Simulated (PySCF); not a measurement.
**How methods differ on the excitation energy of O⁺**

O⁺ [He] 2s2 2p3 (4S) → O⁺ [He] 2s1 2p4 (4P), as a difference of total energies. All numbers are calculated (PySCF 2.14, scalar relativity by spin-free X2C-1e, in x2c-QZVPPall). Correlated levels: valence: 1s2 frozen. The calculations carry no spin-orbit coupling.

| method | excitation energy (cm⁻¹) |
| --- | --- |
| UHF | 120590 |
| MP2 (valence) | 120950 |
| SCS-MP2 (valence) | 121000 |
| CCSD (valence) | 120410 |
| CCSD(T) (valence) | 120310 |

Errors of the correlated levels include the incompleteness of this basis and the frozen core.

For comparison: 119930 cm⁻¹ (measured; NIST levels, between the centres of gravity of the two terms).
